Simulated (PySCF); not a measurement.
Computed shifts of a molecule C3H10Si, PBE/pcSseg-1 run with PySCF, GIAO, gas phase, atoms alike by connectivity averaged where their shifts nearly agree, in ppm (number of nuclei): ²⁹Si: -16.6 (1). ¹³C: -0.2 (3). ¹H: 4.66 (1), 0.38 (9). References: ²⁹Si against TMS (σ = 335.4 ppm); ¹³C against TMS (σ = 182.0 ppm); ¹H against TMS (σ = 31.49 ppm), references at their B3LYP-D3(BJ)/def2-TZVP geometries, non-relativistic. Geometry: PBE0-D3(BJ)/def2-SVP. The values are those of a single conformer.

**Question.** Identify the compound among the candidates.
A. CC[SiH2]C
B. CC(C)[SiH3]
C. C[SiH](C)C
D. CCC[SiH3]

**Answer.** C, C[SiH](C)C
